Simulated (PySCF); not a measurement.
First SCF of a structure search on singlet CdH2, at a hand-made linear geometry. PySCF input:

```python
from pyscf import gto, scf, dft
mol = gto.M(atom='''
Cd     0.000000     0.000000     0.000000
H      0.000000     0.000000     1.680000
H      0.000000     0.000000    -1.680000''',
    basis={'Cd': 'def2-TZVP', 'H': 'def2-TZVP'},
    ecp={'Cd': 'def2-TZVP'},
    charge=0, spin=0)
mf = dft.RKS(mol, xc='PBE0')
mf.grids.atom_grid = (50, 194)
aux = {'Cd': 'def2-universal-JKFIT', 'H': 'def2-universal-JKFIT'}
mf = mf.density_fit(auxbasis=aux)
mf.conv_tol = 1e-08
mf.diis_space = 10
mf.max_cycle = 60
mf.init_guess = 'minao'
mf.verbose = 4
mf.kernel()
```

Excerpt of the output (cycles and frontier levels):

```
init E= -156.533610636314
  HOMO = -0.783588308316375  LUMO = -0.529479496928508  gap/eV = 6.91465
cycle= 1 E= -167.500265803558  delta_E=  -11  |g|= 3.26  |ddm|= 5.49
  HOMO = 0.112590414840527  LUMO = 0.117118013674693  gap/eV = 0.12320
cycle= 2 E= -155.859576750731  delta_E= 11.6  |g|=  7.2  |ddm|= 7.77
  HOMO = -0.408549292546284  LUMO = -0.14433113399126  gap/eV = 7.18974
cycle= 3 E= -168.777291389892  delta_E= -12.9  |g|= 0.841  |ddm|= 6.79
  HOMO = -0.282234258589765  LUMO = -0.0131253301976307  gap/eV = 7.32283
cycle= 4 E= -168.918959916983  delta_E= -0.142  |g|= 0.0442  |ddm|= 1.32
  HOMO = -0.281750849709822  LUMO = -0.0250897422883581  gap/eV = 6.98410
cycle= 5 E= -168.919605701705  delta_E= -0.000646  |g|= 0.00965  |ddm|= 0.075
  HOMO = -0.286683526795547  LUMO = -0.0258676870955107  gap/eV = 7.09716
cycle= 6 E= -168.919644341616  delta_E= -3.86e-05  |g|= 0.0016  |ddm|= 0.0184
  HOMO = -0.286288990746575  LUMO = -0.0258522243027825  gap/eV = 7.08685
cycle= 7 E= -168.919644830122  delta_E= -4.89e-07  |g|= 0.000173  |ddm|= 0.00153
  HOMO = -0.286318382724223  LUMO = -0.0258654552640689  gap/eV = 7.08729
cycle= 8 E= -168.919644834174  delta_E= -4.05e-09  |g|= 1.01e-05  |ddm|= 0.000181
  HOMO = -0.286315296832324  LUMO = -0.0258632219727574  gap/eV = 7.08726
Extra cycle  E= -168.91964483417  delta_E= 4.23e-12  |g|= 1.31e-05  |ddm|= 1.6e-05
converged SCF energy = -168.91964483417
```

No lower solution of this spin was found from smeared starts or by a stability analysis within the restricted form, which does not test spin polarisation.

The search for the lowest solution, 3 starts and the stability check together, took 2 s on 2 threads of a shared Arm Neoverse V2 host, with 52 basis functions; the process peaked at 0.27 GiB.
